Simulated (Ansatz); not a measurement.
CH3Cl2Si, SMILES `[CH2][SiH](Cl)Cl` radical at its PBE0-D4/def2-TZVP geometry, where that method's forces vanish. The species carries charge 0 and has multiplicity 2.

```xyz
7

C     0.4514    0.7843   -0.7273
Si   -0.1520   -0.4252    0.4953
Cl   -0.3330   -2.2717   -0.3741
Cl   -2.0013    0.1326    1.1781
H    -0.0994    1.0123   -1.6338
H     1.3859    1.3195   -0.5951
H     0.7484   -0.5518    1.6570
```

Question: What forces (eV/Å) does ωB97M-V/def2-TZVPP give on these atoms in the Gaussian-basis code of Ansatz? (Best estimate.)

Answer: Ansatz gave: 
```
C1   0.038  0.056 -0.046
Si2  0.169  0.026  0.141
Cl3 -0.015 -0.036 -0.018
Cl4 -0.042  0.003  0.007
H5   0.054 -0.021  0.088
H6  -0.095 -0.050 -0.020
H7  -0.110  0.022 -0.152
```
